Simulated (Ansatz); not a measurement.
Job for Ansatz (a program for electronic structure): R-SVWN5/def2-TZVPP on FH5HfO4 (SMILES [OH][Hf]([OH])([OH])(<-[OH2])[F]), 2S+1 = 1, a spin state set in the input, which need not be the lowest. Elements past Kr take the def2 small-core potentials; no spin–orbit coupling.

Ansatz 0.2 input:
```yaml
crystal:
  periodic: [false, false, false]
  atoms:
    - {symbol: Hf, position_ang: [-0.01598285, -0.55068787, -0.02843170]}
    - {symbol: F, position_ang: [1.75346723, -0.83576379, -0.81619026]}
    - {symbol: O, position_ang: [-0.03900298, -0.44131341, 1.92465958]}
    - {symbol: H, position_ang: [0.15057218, 0.19308321, 2.61483518]}
    - {symbol: O, position_ang: [-1.14749505, 0.78421072, -1.00673850]}
    - {symbol: H, position_ang: [-1.98086061, 0.63694246, -1.45723414]}
    - {symbol: O, position_ang: [-0.94349465, -2.20784521, -0.40313020]}
    - {symbol: H, position_ang: [-1.31819608, -3.07789629, -0.29693631]}
    - {symbol: O, position_ang: [1.04706326, 1.64634427, 0.08100658]}
    - {symbol: H, position_ang: [0.41562492, 2.10232048, -0.49885191]}
    - {symbol: H, position_ang: [1.89040995, 1.59587662, -0.38680479]}
basis:
  gaussian:
    orbitals: def2-TZVPP
hamiltonian:
  xc: {name: SVWN5}
```

The log:

```
WARN ansatz: RAYON_NUM_THREADS=8 ignored (pool sized by the plan → 8); use --threads N
Functional definition: SVWN5
integrals: 0.23 GiB planned
1413 factors; their error is unknown
mean field: 1.52 GiB planned
mean field evaluation 1: about -12201.7899 eV, gradient 1.3e2 eV
mean field evaluation 2: about -12002.5677 eV, gradient 3.3e2 eV
mean field evaluation 4: about -12226.2395 eV, gradient 3.7e1 eV
mean field evaluation 8: about -12228.2982 eV, gradient 3.5e-1 eV
mean field evaluation 16: about -12228.2887 eV, gradient 2.7e-3 eV
mean field -12228.28867499 eV, -449.3813201740 hartree, gradient 5.4e-5 eV, S^2 0.000000; 0 other end points of the search recorded, 0 dependent functions left out
reference -12228.28872067 eV, -449.3813218528 hartree; 29, 29 occupied and 252, 252 virtual orbitals, 1413 factors
Total energy: -12228.28872067 eV, -449.3813218528 hartree
```

The run converged.

Cost: around 8 core-seconds (rough).
